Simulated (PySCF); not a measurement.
GaH2, SMILES [GaH2], multiplicity 2.

The structure is a stationary point at B3LYP-D3(BJ)/def2-TZVPD. The multiplicity is an assumed one; other spin states were not compared. The isomer is the one that the SMILES or the coordinates give; other isomers of the formula were not compared.

Computed with B3LYP-D3(BJ)/def2-TZVPD run with PySCF.

Frequencies are harmonic and unscaled.

Computed normal modes with their intensities:
```
mode  ν (cm⁻¹)  IR (km/mol)  moving atoms (share of kinetic energy)
----  --------  -----------  --------------------------------------
1          733        121.0                                  H 98 %
2         1755         98.6                                  H 99 %
3         1829        383.2                                  H 98 %
```
